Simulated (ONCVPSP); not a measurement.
**Which setting gave this result? (W (Z = 74), ONCV)**

Base potential:

* Element: W (Z = 74)
* Generator: ONCVPSP 4.0.1
* Type: optimised norm-conserving Vanderbilt (ONCV)
* Functional: LDA (Perdew-Zunger)
* Relativity: scalar-relativistic
* Frozen core: [Kr] 4d10 4f14
* Valence charge: 14
* Reference configuration: 5s2 5p6 5d4 6s2
* Partial waves: 5s+6s: rc 1.75 bohr, ncon 4, nbas 8, qcut 6.1 1/bohr, 3 projectors, debl 3.7 Ha; 5p: rc 2.05 bohr, ncon 4, nbas 7, qcut 5.9 1/bohr, 2 projectors, debl 2 Ha; 5d: rc 1.75 bohr, ncon 3, nbas 8, qcut 6 1/bohr, local
* Local potential: the d channel
* Core correction: none

Cutoffs, loose and tight: the cutoffs (Ha) at which the residual kinetic energy of the hardest occupied pseudo-wave falls to 1 and 0.1 mHa per electron. They do not see the model core or the augmentation charge, which bear on the density cutoff. Test errors are all-electron minus pseudo excitation energies from the reference, over the configurations 5s2 5p6 5d4 6s1; 5s2 5p6 5d4 6s0; 5s2 5p6 5d3 6s0; 5s2 5p6 5d3 6s2 6p1; variants that change the core or the reference have their own tests.

Only the s radius is moved (4 further runs of the sweep failed or gave no value and are left out):

```
s radius (bohr)  cutoff, loose  cutoff, tight  bound ghosts  largest test error (meV)  median size of the test errors
           1.84          14 Ha          17 Ha          none                       -13                         5.9 meV
           2.06          14 Ha          17 Ha          none                       -14                         6.9 meV
            2.2          14 Ha          17 Ha          none                       -14                         7.4 meV
           2.54          14 Ha          17 Ha          none                       -17                         8.5 meV
```

Question: One more run gave cutoff, loose: 14 Ha; cutoff, tight: 17 Ha; bound ghosts: none; largest test error (meV): -16; median size of the test errors: 8.2 meV. Which value of the s radius was used?

Answer: 2.4 bohr. The median size of the test errors moves one way along this sweep, from 5.9 meV at 1.84 to 8.5 meV at 2.54 bohr, which places the run between 2.2 and 2.54 bohr.
